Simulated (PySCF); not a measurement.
CF₃, SMILES [C+](F)(F)F, charge +1. Geometry optimised at B3LYP-D3(BJ)/def2-TZVP.

TDA-M06-2X/def2-SVPD (PySCF) puts the lowest singlet excitations at 8.99, 10.35, 10.35, 11.57, 11.57, 13.76 eV.

Question: What are the lowest excitation roots from ADC(2)/aug-cc-pVDZ (PySCF)? (The exact figures need the calculation; the answer reports its results.)

Answer: 8.75, 10.29, 10.29, 10.55, 10.55, 13.06 eV. S1 differs by -0.24 eV (second minus first; roots are paired by order, and the bases may differ).
